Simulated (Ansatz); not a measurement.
Reaction (redistribution): `[OH][SbH][SiH2][SeH]` + `[NH2][AlH][OH]` → `[NH2][SbH][OH]` + `[OH][AlH][SiH2][SeH]`

Isolated molecules relaxed with PBE0-D4/def2-TZVP in Ansatz; ΔE leaves out vibrations. CCSD(T)/CBS adds triple-zeta CCSD(T) − MP2 to the extrapolated MP2 energy (def2 sets, frozen cores). This one scheme is used for every species. DFT in def2-TZVPP. B3LYP here is the variant with VWN-RPA as its local correlation; programs differ in this. Elements past krypton have def2 core potentials. For Sb, Se outer-core shells are correlated without core-valence functions, which leaves a few kJ/mol of doubt a bond. Scalar relativity is left out up to krypton. One conformer a species, not always the lowest.

`[OH][SbH][SiH2][SeH]`:

```xyz
9

O    -0.626   -0.437    1.792
Sb   -0.906    1.232    0.743
Si    0.149    0.196   -1.389
Se    1.452   -1.532   -0.698
H    -1.444   -0.700    2.221
H     0.619    1.873    1.180
H     0.977    1.206   -2.101
H    -0.923   -0.244   -2.323
H     0.701   -1.593    0.574
```

`[NH2][AlH][OH]`:

```xyz
7

N     0.250    1.001   -0.850
Al    0.033   -0.513    0.022
O    -0.586   -0.407    1.599
H     0.036    1.914   -0.484
H     0.607    1.070   -1.788
H     0.401   -1.894   -0.651
H    -0.740   -1.170    2.152
```

`[NH2][SbH][OH]`:

Z-matrix (Å, degrees):
```
N
Sb 1 2.009
H 1 1.008 2 119.1
H 1 1.008 2 116.3 3 -137.1
O 2 1.970 1 97.6 3 -79.8
H 2 1.715 1 96.2 3 9.6
H 5 0.961 2 111.0 1 -87.2
```

`[OH][AlH][SiH2][SeH]`:

```xyz
9

O     1.720    0.699   -0.705
Al    0.892    0.526    0.769
Si   -1.300   -0.497    0.435
Se   -1.414   -1.081   -1.780
H     2.594    1.077   -0.792
H     1.573    1.010    2.118
H    -2.427    0.419    0.775
H    -1.509   -1.720    1.261
H    -0.130   -0.434   -2.081
```

**Question.** Is it downhill or uphill in electronic energy at CCSD(T)/CBS, and by how much? (An estimate is asked.)

**Answer.** Ansatz gave: Uphill: ΔE = +28.7 kcal/mol.

**Question.** What do these levels give: LDA (SPW92), PBE-D4, PBE0-D4, B3LYP-D4, PBE, LC-ωPBE, HF/def2-TZVPP, MP2/def2-TZVPP, SCS-MP2/def2-TZVPP, MP2/def2-QZVPP, HF/CBS(def2), MP2/CBS(def2)? (An estimate is asked.)

**Answer.** Ansatz gave: LDA (SPW92) 28.8, PBE-D4 27.0, PBE0-D4 27.9, B3LYP-D4 29.1, PBE 26.3, LC-ωPBE 27.0, HF/def2-TZVPP 27.3, MP2/def2-TZVPP 30.6, SCS-MP2/def2-TZVPP 29.0, MP2/def2-QZVPP 30.8, HF/CBS(def2) 27.0, MP2/CBS(def2) 31.2 kcal/mol.

Largest T1 diagnostic among the species: 0.014.

The D4 term adds +1.2 kcal/mol with B3LYP and +0.6 kcal/mol with PBE0; it sums over pairs of atoms, weighted by their polarisabilities, and B3LYP, whose exchange is more repulsive, gets the larger term. In def2-TZVPP, CCSD(T) changes the Hartree–Fock value by +0.9 kcal/mol (the triples alone add +0.1 kcal/mol) and MP2 by +3.3 kcal/mol. From PBE to PBE0 (25 % exact exchange), in def2-TZVPP and without D4, ΔE moves by +1.0 kcal/mol.
